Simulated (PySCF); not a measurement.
**Excitation energy of Rh⁺ by level of theory**

Rh⁺ [Kr] 4d8 (3F) → Rh⁺ [Kr] 4d7 5p1 (high-spin determinant), as a difference of total energies. Computed with PySCF 2.14 in x2c-TZVPPall, with scalar relativity by spin-free X2C-1e. Correlated levels: valence: [Kr] frozen; valence and next inner shell: [Ar] 3d10 frozen. The calculations carry no spin-orbit coupling.

```tsv
method	excitation energy (eV)
UHF	6.150
LDA	7.428
PBE	7.226
PBE0	7.179
r2SCAN	7.132
HSE06	7.145
BHandHLYP	7.163
wB97X	7.743
LC-wPBE	7.388
MP2 (valence)	7.310
SCS-MP2 (valence)	7.510
MP2 (valence and next inner shell)	7.343
SCS-MP2 (valence and next inner shell)	7.393
```

Question: How much does correlation contribute at MP2 (valence and next inner shell)?

Answer: 7.343 − (6.150) = 1.193 eV, measured against UHF.

A first-order spin-orbit estimate (lowest level to lowest level, LS coupling) adds 0.051 eV.

The basis was made for the ground configuration and has no added diffuse functions, so the excitation energy can come out too high.

The determinant of the upper state mixes LS terms, which raises its energy above the lowest term, most at the Hartree-Fock and MP2 levels.
